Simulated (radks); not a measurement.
Question: These are the eigenvalues of the occupied orbitals of an atom or ion with whole-number occupations (eV). Method: Dirac Kohn-Sham, exchange-only PBE, spin-unpolarised, spherical densities, finite nucleus; Fermi nuclear charge, rms radius of each element as measured or else 0.836 A^(1/3) + 0.57 fm; computed with a radial shooting solver on a logarithmic mesh with Libxc functionals.

orbital  eigenvalue
1s1/2     -14759.63

Which element is it, and in what charge state? The configuration may be excited. Open shells, if any, fill j = l - 1/2 first.

Answer: Z = 33, arsenic, charge +32: As32+ in 1s1. The 1s level, -542.41 hartree, gives Z - s = 32.9 by -(Z - s)^2/2, which with screening and relativity narrows Z to a few neighbours, and the depths must fix Z and the occupations together.
